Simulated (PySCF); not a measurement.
Task: Write a Z-matrix for `FC(F)[C@@H]1CCC[SiH2]1` as optimised with GFN2-xTB.

Result: 
Z-matrix in Å and degrees, rows numbered from 1:
```
F 
C   1  1.3595
F   2  1.3602  1  105.60
C   2  1.5079  1  111.47  3   120.39
C   4  1.5315  2  111.77  1    65.68
C   5  1.5262  4  107.62  2  -162.02
C   6  1.5317  5  108.12  4    51.46
Si  7  1.9068  6  105.07  5   -37.98
H   2  1.1032  1  106.93  3  -113.95
H   4  1.0930  2  106.33  1  -174.82
H   5  1.0925  4  109.01  2   -43.76
H   5  1.0928  4  111.67  2    75.54
H   6  1.0921  5  109.01  4   -67.50
H   6  1.0913  5  110.81  4   173.94
H   7  1.0877  6  110.92  5  -161.82
H   7  1.0902  6  109.50  5    80.63
H   8  1.4644  4  109.85  2  -106.52
H   8  1.4591  4  112.67  2    19.21
```

The 5-membered ring C4–C5–C6–C7–Si8 has internal angles of 92.7° to 108.1° (sum 518°, against 540° for a flat polygon); it is puckered, 0.20 Å rms from its mean plane, widest ring torsion 51°. Si8 (SiH2 silicon) has angles from 92.7° to 114.3°. The 4 C–C bonds span 1.508 Å (C2–C4, drawn single) to 1.532 Å (C6–C7, drawn single), a spread of 0.024 Å. Of the pairs four or more bonds apart, F1···H11 is among the closest relative to their van der Waals radii: 2.55 Å, 96 % of the sum of Bondi's values.

Structure optimised with GFN2-xTB, isolated species.

Point group: C1 (no symmetry element, even within 0.4 Å). Whether it is a minimum is left open (no frequencies). The numbers are those of one conformer (F1–C2–C4–C5 66°, C2–C4–C5–C6 -162°, C4–C5–C6–C7 51°, C5–C6–C7–Si8 -38°, C6–C7–Si8–C4 13°).

All values are computed, not measured.
